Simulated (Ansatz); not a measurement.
**Abstraction of Br: SiH2(SiH3)Br + CHBrCl → SiH3(SiH2) + CHBr2Cl**

Species: SiH2(SiH3)Br, singlet; CHBrCl `Cl[CH]Br`, doublet; SiH3(SiH2), doublet; CHBr2Cl (chlorodibromomethane) `ClC(Br)Br`, singlet. A radical takes Br: the energy is the difference in strength between the Si–Br bond broken and the C–Br bond made.

Shapes, held fixed at every level: PBE0-D4/def2-TZVP. Programs: Ansatz 0.2.0. The zero-point and thermal change to 298 K, harmonic and unscaled (PBE0-D4/def2-TZVP), is +0.5 kJ/mol.

(1) Estimate ΔH(298 K) of this reaction.

## Answers

(1) The highest level, CCSD(T)/def2-TZVPP, gives ΔH(298 K) = +121.7 kJ/mol; the levels span +111.0 to +160.2. The column of differences is taken from that level and isn't an error. No measured value is set beside it here. Open shells run unrestricted unless RO is named. Relativity is left out for Br unless named. Correlated rows may include outer-core shells of Br, which these sets cover unevenly. Times are processor times on shared x86 and Arm servers, and rough.

| level | kind | ΔH(298 K) (kJ/mol) | less CCSD(T)/def2-TZVPP | CPU time (sum over the molecules) |
| --- | --- | --- | --- | --- |
| HF/def2-SVP | Hartree–Fock | +160.2 | +38.5 | – |
| SPW92/def2-TZVPP | LDA | +113.0 | -8.7 | 13 s |
| wB97X-V/def2-TZVPP | range-separated hybrid | +135.3 | +13.6 | 93 s |
| B2PLYP/def2-TZVPP | double hybrid | +129.8 | +8.1 | 56 s |
| MP2/def2-TZVPP | perturbation theory | +111.0 | -10.7 | – |
| CCSD(T)/def2-SVP | coupled cluster or CI | +120.3 | -1.4 | 34 s |
| CCSD(T)/def2-TZVPP | coupled cluster or CI | +121.7 | 0.0 | 9.3 min |
